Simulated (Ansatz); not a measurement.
Coupled-cluster diagnostics for HfSe₂⁺, Ansatz.

Geometry of the doublet (PBE0-D4/def2-TZVP):

Cartesian coordinates in Å:
```
Hf 0.448 1.328 0.122
Se 0.912 -1.052 -0.002
Se -1.360 -0.276 -0.120
```

In the def2 sets Hf takes a core potential; there is no spin–orbit coupling. Correlated methods freeze 18 core orbitals; core or outer-core shells of Hf, Se are correlated, in sets that lack core-valence functions. No other spin state of charge 1 was run. Another isomer (doublet) lies 0.06 eV lower at PBE0-D4/def2-TZVP; other spin states weren't run for this one.

(1) Estimate the CCSD(T) correlation energy, the shares of MP2 and (T), T1 and the reference's ⟨S²⟩ for: charge 1, doublet, own geometry in def2-TZVP; and the rough time on 4 threads of Arm Neoverse V2 on a shared host.

Answers

(1) 
| state | basis | correlation (eV) | MP2 share (%) | (T) share (%) | T1 | ⟨S²⟩ (pure) | wall time |
| --- | --- | --- | --- | --- | --- | --- | --- |
| charge 1, doublet, own geometry | def2-TZVP | -21.923 | 96.0 | 4.9 | 0.029 | 0.78 (0.75) | 23 s |
Customary marks for T1 are 0.02 (closed shells), 0.045 (open shells) and about 0.05 (3d metals). T1 exceeds 0.02 in 1 of 1 rows and 0.045 in 0; the higher it lies, the less the single-reference result can be trusted.
